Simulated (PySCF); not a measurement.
# NMR data sheet: C5H4F4O2

| Property | Result |
| --- | --- |
| Formula | C5H4F4O2 |
| SMILES | F[C@H]1C=C(OC(F)(F)F)CO1 |
| Point group of the computed structure | C1 |
| Degrees of unsaturation | 2 |
| Carbon signals | 5 |
| Proton signals | 4 |

Numbering as in the mapped SMILES `[F:1][C@H:2]1[CH:3]=[C:4]([O:5][C:6]([F:7])([F:8])[F:9])[CH2:10][O:11]1`. Hydrogens are named by the atom that carries them. Ha(C10) is cis to F1 on the ring; Hb(C10) is trans to F1 on the ring.

PySCF calculation with shieldings: GIAO PBE0/pcSseg-1 and coordinates at the GFN2-xTB level; equivalent nuclei averaged, no solvent, single conformer, non-relativistic Hamiltonian.

Shifts are taken against calculated references (same method and geometry level): TMS for 1H, 13C; 19F vs CFCl3; 17O vs H2O.

| carbon | δC, type | δH (multiplicity) | HMBC from (2–3 bonds) | span of the C tensor (ppm) |
| --- | --- | --- | --- | --- |
| C2 | 120.9, CH | 6.71 (m) | H(C3), Ha(C10), Hb(C10) | 44 |
| C3 | 112.1, CH | 5.74 (m) | H(C2), Ha(C10), Hb(C10) | 158 |
| C4 | 162.7, C | – | H(C2), H(C3), Ha(C10), Hb(C10) | 158 |
| C6 | 130.1, C | – | – | 8 |
| C10 | 75.4, CH2 | Ha(C10) 5.18 (m); Hb(C10) 4.80 (m) | H(C2), H(C3) | 79 |

Other nuclei:
```json
{"atoms": "F7/F8/F9", "nucleus": "19F", "environment": "fluorine of an OCF3 group", "δ (ppm)": "-75.8", "σ (ppm)": "246.7"}
{"atoms": "F1", "nucleus": "19F", "environment": "fluorine on an sp3 carbon", "δ (ppm)": "-120.9", "σ (ppm)": "291.8"}
{"atoms": "O5", "nucleus": "17O", "environment": "ether oxygen", "δ (ppm)": "165.2", "σ (ppm)": "170.9"}
{"atoms": "O11", "nucleus": "17O", "environment": "ether oxygen", "δ (ppm)": "93.1", "σ (ppm)": "242.9"}
```

Carbon types of the structure: 2 × C, 2 × CH, 1 × CH2, which accounts for all hydrogens. δC 162.7: alkene carbon bearing oxygen; an sp2 carbon further deshielded by the attached heteroatom. δC 130.1: CF3 carbon; 4 electronegative neighbours deshield it. δC 120.9: allylic sp3 CH bonded to F and O; 2 electronegative neighbours deshield it. δC 112.1: β carbon of an enol-ether or enamine type C=C; the O or N lone pair pushes π density onto this β carbon and shields it. δC 75.4: allylic sp3 CH2 bonded to O; the inductive effect lowers its shielding.

Splittings by 19F in the carbon and heteronuclear signals aren't shown, as no couplings were computed. Shifts are as computed. Against solution values, carbons near 30 ppm lie about +3 ppm off and those near 130 ppm about +5 ppm. Of 1309 compounds with measured shifts, 239 miss one by over three times the rms of a fit or turn the order of signals round; such compounds aren't used in these exercises. Unscaled 19F shifts against computed CFCl3 carry errors that often reach 10 to 50 ppm. Experimental scales use liquid or dissolved standards, which lie at an offset from isolated H2O (liquid H2O: subtract about 36 ppm). No couplings were computed; multiplicities are counted from neighbouring protons, with m where these are inequivalent, close in shift, in a saturated or five-membered ring or joined by F or P, and br s for small geminal =CH2 splittings.
